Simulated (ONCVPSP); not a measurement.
**Plane-wave convergence, ONCV potential for P**

| Quantity | Value |
| --- | --- |
| Element | P |
| Generator | ONCVPSP 4.0.1 |
| Type | optimised norm-conserving Vanderbilt (ONCV) |
| Functional | PBE |
| Relativity | scalar-relativistic |
| Frozen core | [Ne] |
| Valence charge | 5 |
| Reference configuration | 3s2 3p1.5 (charge +1.5) |
| Partial waves | 3s: rc 1.30 bohr, ncon 4, nbas 7, qcut 5.5 1/bohr, 1 projector; 3p: rc 1.85 bohr, ncon 4, nbas 8, qcut 4.4 1/bohr, 2 projectors, debl 2.5 Ha; d scattering state at 0.2 Ha: rc 1.30 bohr, ncon 5, nbas 9, qcut 6.4 1/bohr, local |
| Local potential | the d channel |
| Core correction | polynomial model core, fcfact 0.6 |

Task: For each optimised wave give the share of its norm inside rc, the residual kinetic energy above qcut (Ha) and the cutoffs (Ha) for errors of 10, 1, 0.1 and 0.01 mHa per electron.

Result:

```csv
wave,norm inside rc,residual KE,10 mHa,1 mHa,0.1 mHa,0.01 mHa
3s,0.231,7.9e-04,7.0,11.6,65.8,82.4
3p,0.454,1.4e-04,3.3,4.7,11.0,51.5
p projector 2,0.102,5.4e-04,5.3,8.2,14.7,41.2
d projector 1,0.079,2.9e-03,15.0,27.5,145.7,173.2
```

The occupied waves need 12 Ha and 66 Ha for 1 and 0.1 mHa.
